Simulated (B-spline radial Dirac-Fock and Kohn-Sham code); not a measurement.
**Two-hole binding energies of In**

System: the free indium atom in the configuration [Kr] 4d10 5s2 5p1.

The run's input, task.json:

```json
{"items": [{
  "Z": 49,
  "q": 0,
  "cfg": [[1, 0, 2], [2, 0, 2], [2, 1, 6], [3, 0, 2], [3, 1, 6], [3, 2, 10], [4, 0, 2], [4, 1, 6], [4, 2, 10], [5, 0, 2], [5, 1, 1]],
  "A": 115,
  "rrms": 4.6156,
  "do": ["binding", "quiet", "double"]
}]}
```

Launch: `python xray_run.py task.json out`

Method: Dirac-Fock (average of configuration) total-energy differences with a finite nucleus, the Breit interaction including its frequency dependence, and self-energy and vacuum-polarisation corrections. Computed with an atomic code on a B-spline grid. U is the two-hole binding energy less the two single-hole energies, the effective repulsion of the holes after relaxation. Each two-hole energy is an average over J within one jj subconfiguration.

```tsv
holes	E(a) (eV)	E(b) (eV)	E(ab) (eV)	U (eV)
1s⁻²	27947.2	27947.2	56672.6	778.1
1s⁻¹ 2p1/2⁻¹	27947.2	3947.2	32110.2	215.8
1s⁻¹ 3d5/2⁻¹	27947.2	451.5	28450.7	52.1
2s⁻²	4252.6	4252.6	8628.4	123.2
2s⁻¹ 2p3/2⁻¹	4252.6	3739.2	8103.4	111.6
2p1/2⁻²	3947.2	3947.2	8048.5	154.0
2p3/2⁻²	3739.2	3739.2	7616.3	137.9
2s⁻¹ 3d5/2⁻¹	4252.6	451.5	4756.7	52.7
2p3/2⁻¹ 3s⁻¹	3739.2	837.2	4625.7	49.2
2p1/2⁻¹ 3d3/2⁻¹	3947.2	459.0	?	?
2p3/2⁻¹ 3d3/2⁻¹	3739.2	459.0	4252.7	54.4
2p3/2⁻¹ 3d5/2⁻¹	3739.2	451.5	4242.8	52.1
3p1/2⁻¹ 3p3/2⁻¹	713.8	675.3	1426.4	37.3
4d3/2⁻²	24.33	24.33	63.08	14.4
```

Q: Give the missing two-hole energy and U.

A: E(ab) = 4458.1 eV and U = 51.8 eV.
